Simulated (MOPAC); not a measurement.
Job for MOPAC: AM1 on GeH4 (SMILES [GeH4]).

```
AM1 1SCF PRECISE CHARGE=0 THREADS=1
GeH4

Ge    -0.12668953 1     0.06541114 1     4.51067753 1
H      1.34764690 1     0.25096760 1     4.12550746 1
H     -0.77813680 1    -0.94708402 1     3.55678877 1
H     -0.85920895 1     1.41057008 1     4.40420966 1
H     -0.22083784 1    -0.45875123 1     5.95166577 1
```

The log:

```
*******************************************************************************
 **                                                                           **
 **                              MOPAC v23.2.5                                **
 **                                                                           **
 *******************************************************************************
 ** MOPAC's Digital Object Identifier: https://doi.org/10.5281/zenodo.6511958 **
 **                                                                           **
 ** Please cite the open-source release paper for use of this MOPAC version:  **
 ** J. E. Moussa and J. J. P. Stewart (2026)                                  **
 ** MOPAC: An open-source semiempirical molecular orbital program             **
 ** J. Open Source Softw., 11(119), 8025, https://doi.org/10.21105/joss.08025 **
 *******************************************************************************

                              AM1 CALCULATION RESULTS

 *******************************************************************************
 *  AM1        - The AM1 Hamiltonian to be used
 *
 *
 *
 *                 CHARGE ON SYSTEM = 0
 *
 *
 *
 *  PRECISE    - TIGHTER CRITERIA TO BE USED
 *  1SCF       - DO 1 SCF AND THEN STOP
 *  THREADS=1  - MULTI-THREADING NOT USED
 *  T=         - A TIME OF 172800.0 SECONDS REQUESTED
 *  DUMP=N     - RESTART FILE WRITTEN EVERY 7200.0 SECONDS REQUESTED
 *******************************************************************************
AM1 1SCF PRECISE CHARGE=0 THREADS=1
 GeH4

   ATOM   CHEMICAL          X               Y               Z
  NUMBER   SYMBOL      (ANGSTROMS)     (ANGSTROMS)     (ANGSTROMS)

     1      Ge         -0.12668953  *   0.06541114  *   4.51067753  *
     2       H          1.34764690  *   0.25096760  *   4.12550746  *
     3       H         -0.77813680  *  -0.94708402  *   3.55678877  *
     4       H         -0.85920895  *   1.41057008  *   4.40420966  *
     5       H         -0.22083784  *  -0.45875123  *   5.95166577  *



          CARTESIAN COORDINATES

    NO.       ATOM           X           Y           Z

     1        Ge         -0.1267      0.0654      4.5107
     2         H          1.3476      0.2510      4.1255
     3         H         -0.7781     -0.9471      3.5568
     4         H         -0.8592      1.4106      4.4042
     5         H         -0.2208     -0.4588      5.9517

  H: (AM1): M.J.S. DEWAR ET AL, J. AM. CHEM. SOC. 107 3902-3909 (1985)
 Ge: (AM1): M.J.S.Dewar and C.Jie, Organometallics, 8, 1544, (1989)

           Empirical Formula: H4 Ge  =     5 atoms



      MOLECULAR POINT GROUP   :   Td


      RHF CALCULATION, NO. OF DOUBLY OCCUPIED LEVELS = 4


 -------------------------------------------------------------------------------
 AM1 1SCF PRECISE CHARGE=0 THREADS=1
 GeH4



     1SCF WAS SPECIFIED, SO BFGS WAS NOT USED
     SCF FIELD WAS ACHIEVED


                              AM1 CALCULATION
                                                       MOPAC v23.2.5 Linux




          FINAL HEAT OF FORMATION =         29.08878 KCAL/MOL =     121.70746 KJ/MOL


          COSMO AREA              =         80.04 SQUARE ANGSTROMS
          COSMO VOLUME            =         65.73 CUBIC ANGSTROMS

          IONIZATION POTENTIAL    =         11.521117 EV
          HOMO LUMO ENERGIES (EV) =        -11.521  0.907
          NO. OF FILLED LEVELS    =          4
          MOLECULAR WEIGHT        =         76.6216         POINT GROUP:  Td

          MOLECULAR DIMENSIONS (Angstroms)

            Atom       Atom       Distance
            H     5    H     2     2.50972
            H     4    H     3     2.50664
            H     5    H     3     1.77266


          SCF CALCULATIONS        =          1





   ATOM   CHEMICAL          X               Y               Z
  NUMBER   SYMBOL      (ANGSTROMS)     (ANGSTROMS)     (ANGSTROMS)

     1      Ge         -0.12668953  *   0.06541114  *   4.51067753  *
     2       H          1.34764690  *   0.25096760  *   4.12550746  *
     3       H         -0.77813680  *  -0.94708402  *   3.55678877  *
     4       H         -0.85920895  *   1.41057008  *   4.40420966  *
     5       H         -0.22083784  *  -0.45875123  *   5.95166577  *

                             CARTESIAN COORDINATES

   1   Ge       -0.126689530     0.065411140     4.510677530
   2    H        1.347646900     0.250967600     4.125507460
   3    H       -0.778136800    -0.947084020     3.556788770
   4    H       -0.859208950     1.410570080     4.404209660
   5    H       -0.220837840    -0.458751230     5.951665770


           Empirical Formula: H4 Ge  =     5 atoms



      MOLECULAR POINT GROUP   :   Td


                  EIGENVALUES
 -15.86174 -11.53047 -11.52830 -11.52112   0.90682   0.91174   0.91369   3.02876


              NET ATOMIC CHARGES AND DIPOLE CONTRIBUTIONS

  ATOM NO.   TYPE          CHARGE      No. of ELECS.   s-Pop       p-Pop
    1         Ge          -0.006707        4.0067     0.94927     3.05743
    2          H           0.001588        0.9984     0.99841
    3          H           0.001700        0.9983     0.99830
    4          H           0.001638        0.9984     0.99836
    5          H           0.001781        0.9982     0.99822
 DIPOLE           X         Y         Z       TOTAL
 POINT-CHG.    -0.001    -0.001     0.001     0.001
 HYBRID        -0.000    -0.001    -0.002     0.002
 SUM           -0.001    -0.001    -0.001     0.002


          ATOMIC ORBITAL ELECTRON POPULATIONS

     Atom    s        px        py        pz
    1 Ge   0.94927   1.01910   1.01916   1.01918
    2  H   0.99841
    3  H   0.99830
    4  H   0.99836
    5  H   0.99822

 **********************
 *                    *
 * JOB ENDED NORMALLY *
 *                    *
 **********************




 == MOPAC DONE ==
```

The run finished.

Cost: about 0.03 core-seconds (a rough figure).
